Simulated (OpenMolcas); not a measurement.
Ni+, Pd+, Pt+: d⁹ down the group

- Program: OpenMolcas
- Method: MS-CASPT2, IPEA 0.25 Eh, imaginary shift 0.1 Eh
- Basis: ANO-R2
- Scalar Hamiltonian: X2C, finite nucleus
- Spin-orbit coupling: RASSI with atomic mean-field integrals over the reference wave functions, term energies averaged over their components

Active space for each ion: 9 electrons in 6 orbitals (d s); closed shells correlated by CASPT2: Ni+ 3s 3p; Pd+ 4s 4p; Pt+ 5s 5p.

Computed levels in cm-1 above ²D_5/2:

| Level | Ni+ | Pd+ | Pt+ |
| --- | --- | --- | --- |
| ²D_3/2 | 1613 | 3640 | 9120 |
| weight of ²D in the lowest level (%) | 97 | 100 | 95 |

Measured, with the error of the calculation in %. Measured levels: Ni+, Pd+ from NIST Handbook of Basic Atomic Spectroscopic Data.

| Level | Ni+ | Pd+ |
| --- | --- | --- |
| ²D_3/2 | 1507 (+7.0) | 3539 (+2.8) |

The fine-structure level ²D_3/2 changes by a factor of 5.65 from Ni+ to Pt+.

CASPT2 does not keep the components of a term degenerate, so their means are used; among the terms shown or strongly mixed into the levels shown the widest spread is 600 cm-1 (5d⁸ 6s ⁴F, Pt+). Computed and measured levels are paired by configuration, term and J; levels that our copy of the source lacks, or whose pairing is in doubt (as where it misses far off the trend of its configuration), stay unpaired and out of the deviations. Levels of configurations outside the active space are missing.
